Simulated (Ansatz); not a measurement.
Ansatz (a first-principles code) input (RI-MP2/def2-TZVPPD):
A basis named .json is the Basis Set Exchange file of that set.

Ansatz 0.2 input:
```yaml
crystal:
  periodic: [false, false, false]
  atoms:
    - {symbol: Cu, position_ang: [-0.00000000, -0.00000000, -0.77981385]}
    - {symbol: Cl, position_ang: [0.00000000, 0.00000000, 1.33027069]}
basis:
  gaussian:
    orbitals: def2-TZVPPD.json
    fitting: {mean_field: def2-universal-jkfit, correlation: def2-TZVPPD-RIFIT.json}
total_charge: 1
magnetization: {spin_polarized: true, initial_magnetization: 1}
correlation: {method: mp2, electrons: outside_noble_gas}
```

Output:

```
Functional definition: HF
integrals: 0.05 GiB planned
392 factors; integrals over basis functions are off by at most 1.4e0 eV
364 factors; integrals over basis functions are off by at most 1.7e2 eV
mean field: 0.28 GiB planned
mean field evaluation 1: about -57079.2329 eV, gradient 9.8e1 eV
mean field evaluation 2: about -57019.7337 eV, gradient 2.2e2 eV
mean field evaluation 4: about -57094.0582 eV, gradient 1.9e0 eV
mean field evaluation 8: about -57094.1293 eV, gradient 9.5e-3 eV
mean field evaluation 16: about -57081.2579 eV, gradient 6.5e1 eV
mean field evaluation 32: about -57092.1872 eV, gradient 9.6e-7 eV
mean field evaluation 64: about -57092.1619 eV, gradient 1.1e0 eV
mean field evaluation 96: about -57094.3444 eV, gradient 2.8e-1 eV
mean field evaluation 128: about -57089.8445 eV, gradient 8.9e0 eV
mean field evaluation 160: about -57094.2215 eV, gradient 3.8e-1 eV
mean field evaluation 192: about -57091.9218 eV, gradient 3.9e0 eV
mean field -57094.43583067 eV, -2098.1818167786 hartree, gradient 1.6e-6 eV, S^2 0.755377; 20 other end points of the search recorded, 0 dependent functions left out
14 core orbitals not correlated
reference -57094.43583067 eV, -2098.1818167786 hartree; 9, 8 occupied and 95, 96 virtual orbitals, 364 factors
second order -15.27238670 eV of doubles, -0.00000000 eV of singles
Total energy: -57109.70821737 eV, -2098.7430666377 hartree
```

The spin state was set by rule; other spins were not relaxed.
